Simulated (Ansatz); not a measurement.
`N#C[SiH2][SiH2]Cl` + `N#[C][Sn]([F])([C]#N)[C]#N` → `F[SiH2][SiH2]Cl` + `N#[C][Sn]([C]#N)([C]#N)[C]#N`  (redistribution)

Gas-phase electronic energies from Ansatz, PBE0-D4/def2-TZVP geometries. CCSD(T)/CBS is the MP2 limit (def2-TZVPP, def2-QZVPP) plus CCSD(T) − MP2 in def2-TZVPP, frozen cores. This one scheme is used for every species. DFT in def2-TZVPP. B3LYP here is the variant with VWN-RPA as its local correlation; programs differ in this. def2 core potentials past Kr. For Sn outer-core shells are correlated without core-valence functions, which leaves a few kJ/mol of doubt a bond. Each species was taken in one conformer, which may not be the lowest.

CCSD(T)/CBS gives -10.6 kcal/mol.

Task: Another level gave -11.5 kcal/mol. Which?
A. B3LYP/def2-TZVPP
B. PBE-D4/def2-TZVPP
C. CCSD(T)/def2-TZVPP
D. B2PLYP/def2-TZVPP

Result: C. CCSD(T)/def2-TZVPP -11.5, PBE-D4 -6.8, B3LYP -8.7, B2PLYP -9.8 kcal/mol.

Largest T1 diagnostic among the species: 0.015.

From PBE to PBE0 (25 % exact exchange), in def2-TZVPP and without D4, ΔE moves by −1.6 kcal/mol.

CCSD(T)/CBS has its own doubt, a few kJ/mol and more with outer-core shells, so smaller differences from it don't rank the levels.
